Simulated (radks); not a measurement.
The numbers below are computed, except where a source is named.
Problem. Numerical settings for the calcium ion Ca3+, [Ne] 3s2 3p5. Level of theory: Dirac Kohn-Sham, PBE, spin-unpolarised, spherical densities, finite nucleus; open shells fill j = l - 1/2 first; Fermi nuclear charge, rms radius 3.4776 fm (a radial shooting solver on a logarithmic mesh with Libxc functionals). The defaults (mesh step 0.008 in ln r, mesh end at 40 bohr or more with all orbitals vanishing there, Anderson mixing 0.5 over 9 steps, residual threshold near 1e-9 with the energy settled to 1e-9 hartree or 1e-11 of itself, here a cap of 73 iterations) give E = -677.7838 hartree and 3p3/2 at -59.508 eV in 14 iterations. Times are rough (one thread of a shared host). One setting is changed at a time: mesh step in ln r 0.08; mesh step in ln r 0.12; mesh step in ln r 0.02; mesh end (bohr) 5; mesh end (bohr) 3; residual threshold 0.001; residual threshold 0.01; mixing 0.01; linear mixing, mixing 0.05; linear mixing, mixing 0.8; mixing history 2; iteration cap 8. Which runs fail to converge, and which converge to a wrong energy?

Solution. Not converged within the cap: mesh step in ln r 0.08; mesh step in ln r 0.12; linear mixing, mixing 0.05; iteration cap 8. Settings that end as converged yet miss the energy by more than 1 mhartree: mesh end (bohr) 3 (+0.088 hartree).
